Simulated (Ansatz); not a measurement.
A nudged elastic band was laid between two geometries of AlClF2H2 (6 atoms, charge 0, multiplicity 1).

Theory: RKS PBE-D4/def2-SVP (Ansatz).

```json
{"movable images": "7", "climbing image": "from the first iteration", "spring": "5.0 eV/Å²", "optimiser": "fire", "start path": "through a guess of the saddle point", "force threshold": "0.03 eV/Å", "iteration limit": "60", "end points": "relaxed"}
```

Image 0:

```xyz
6
Properties=species:S:1:pos:R:3
Al 0.004 0.126 0.055
H -0.001 0.725 1.522
F 1.428 0.090 -0.830
F -1.429 0.014 -0.808
Cl 0.077 -2.362 0.892
H 0.071 -1.975 2.136
```

Image 8:

```xyz
6
Properties=species:S:1:pos:R:3
Al 0.023 -0.662 -0.159
H 0.010 0.254 1.844
F 1.430 0.158 -0.509
F -1.429 0.083 -0.488
Cl 0.081 -2.707 0.279
H 0.035 -0.508 2.002
```

Problem. Which bonds break or form, and what moves?

Solution. Bonds broken: Al1–H2, Cl5–H6. Bonds formed: Al1–Cl5, H2–H6. AlClF2H2 becomes AlClF2 + H2.

Problem. What energy profile does the band end with?

Solution. The run converged. The highest image is number 3 of 0 to 8, 12.2 kJ/mol above the first end and 116.1 kJ/mol above the last; the last end lies 103.9 kJ/mol below the first. Another band between the same ends (7 images) ends at a top of the same energy, where a vibrational analysis finds 1 clearly imaginary mode. The orbitals stay closed-shell, which can raise the energy where a bond breaks towards radicals; this wasn't checked here.

```tsv
image	path coordinate (Å)	energy (kJ/mol)	Al1–H2 (Å)	Cl5–H6 (Å)	Al1–Cl5 (Å)
0	0.00	0.0	1.58	1.30	2.63
1	0.36	2.4	1.59	1.31	2.60
2	0.72	7.6	1.60	1.33	2.56
3	1.08	12.2	1.64	1.41	2.44
4	1.36	-3.2	1.73	1.62	2.30
5	1.65	-50.9	1.86	1.90	2.19
6	1.93	-86.4	2.03	2.19	2.13
7	2.21	-100.6	2.17	2.50	2.10
8	2.48	-103.9	2.20	2.79	2.09
```

Problem. What is the geometry of the highest image?

Solution. 
```xyz
6
Properties=species:S:1:pos:R:3
Al 0.009 -0.126 0.066
H 0.010 0.178 1.680
F 1.447 0.123 -0.745
F -1.451 0.062 -0.725
Cl 0.081 -2.396 0.953
H 0.053 -1.221 1.738
```

The band took 38 iterations and about 8 core-minutes.

Time of the run: 4 min on 2 threads of Arm Neoverse V1, on a shared host, peak memory 0.13 GiB.
